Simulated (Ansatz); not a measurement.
H4P2, charge -1, doublet, at the geometry of the source list (a state made from the parent by changing its charge; the spin is typed, not shown lowest) (a gas-phase anion, which may not be bound at this level). Base run: MP2/def2-SVP (Ansatz, a first-principles code).

Here is a job for Ansatz.
Ansatz 0.2 input:
```yaml
crystal:
  periodic: [false, false, false]
  atoms:
    - {symbol: P, position_ang: [-1.05390000, -0.32340000, 0.49450000]}
    - {symbol: P, position_ang: [1.04430000, 0.20510000, 0.57190000]}
    - {symbol: H, position_ang: [-1.46950000, 1.00040000, 0.36180000]}
    - {symbol: H, position_ang: [-1.15570000, -0.55740000, -0.87600000]}
    - {symbol: H, position_ang: [1.46490000, -1.05830000, 0.15990000]}
    - {symbol: H, position_ang: [1.17000000, 0.73350000, -0.71200000]}
basis:
  gaussian:
    orbitals: def2-SVP
total_charge: -1
magnetization: {spin_polarized: true, initial_magnetization: 1}
correlation: {method: mp2}
```

Variants of this job, named by their change:

```json
[
 {"change": "base", "ΔE vs base (mEh)": "0.000", "MP2 correlation (Eh)": "-0.25773", "basis functions": "56", "core-seconds (rough)": "3"},
 {"change": "fitting = cc-pVTZ-JKFIT (mean field), cc-pVTZ-RIFIT (correlation)", "ΔE vs base (mEh)": "0.080", "MP2 correlation (Eh)": "-0.25768", "basis functions": "56", "core-seconds (rough)": "4"},
 {"change": "method = ccsd", "ΔE vs base (mEh)": "-44.410", "MP2 correlation (Eh)": "-0.25773", "basis functions": "56", "core-seconds (rough)": "10"},
 {"change": "lower_state_search = off", "ΔE vs base (mEh)": "0.000", "MP2 correlation (Eh)": "-0.25773", "basis functions": "56", "core-seconds (rough)": "0.8"},
 {"change": "electrons = outside_noble_gas", "ΔE vs base (mEh)": "0.000", "MP2 correlation (Eh)": "-0.25773", "basis functions": "56", "core-seconds (rough)": "3"},
 {"change": "method = bccd", "ΔE vs base (mEh)": "-44.045", "MP2 correlation (Eh)": "-0.25773", "basis functions": "56", "core-seconds (rough)": "30"},
 {"change": "method = ccsd_t", "ΔE vs base (mEh)": "?", "MP2 correlation (Eh)": "?", "basis functions": "56", "core-seconds (rough)": "20"},
 {"change": "reference functional = pbe0", "ΔE vs base (mEh)": "?", "MP2 correlation (Eh)": "-", "basis functions": "56", "core-seconds (rough)": "20"},
 {"change": "accuracy = high", "ΔE vs base (mEh)": "-0.006", "MP2 correlation (Eh)": "-0.25773", "basis functions": "56", "core-seconds (rough)": "3"},
 {"change": "method = rpa", "ΔE vs base (mEh)": "?", "MP2 correlation (Eh)": "-", "basis functions": "56", "core-seconds (rough)": "4"}
]
```

**Question.** Fill in the missing entries.

**Answer.** 
- method = ccsd_t, ΔE vs base (mEh): -54.623
- method = ccsd_t, MP2 correlation (Eh): -0.26687
- reference functional = pbe0, ΔE vs base (mEh): -7.537
- method = rpa, ΔE vs base (mEh): -71.229

A gas-phase anion may not be bound at this level; its values then depend on the basis.
